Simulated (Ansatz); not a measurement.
Reaction (ligand exchange at the Si–O bond): `CO[SiH](C)S` + H–F → `C[SiH](F)S` + CH₃OH

Computed with Ansatz on PBE0-D4/def2-TZVP structures; ΔE is electronic, products minus reactants. CBS: MP2 limit from def2 TZ/QZ plus the TZ coupled-cluster correction, frozen cores. This one scheme is used for every species. One conformer a species, not always the lowest.

```csv
species,CCSD(T)/CBS(def2) energy (Eh)
`CO[SiH](C)S`,-843.02769
H–F,-100.39570
`C[SiH](F)S`,-827.81979
CH₃OH,-115.61712
```

Task: Work out ΔE.

Result: ΔE = (-827.81979) + (-115.61712) − (-843.02769) − (-100.39570) = -0.01352 Eh = -35.5 kJ/mol.

Largest T1 diagnostic among the species: 0.011.

In def2-TZVPP, CCSD(T) changes the Hartree–Fock value by +14.8 kJ/mol (the triples alone add +2.4 kJ/mol) and MP2 by +18.3 kJ/mol. The D4 term adds +10.4 kJ/mol with B3LYP and +6.0 kJ/mol with PBE0; it sums over pairs of atoms, weighted by their polarisabilities, and B3LYP, whose exchange is more repulsive, gets the larger term.

B3LYP here is the variant with VWN-RPA as its local correlation; programs differ in this.
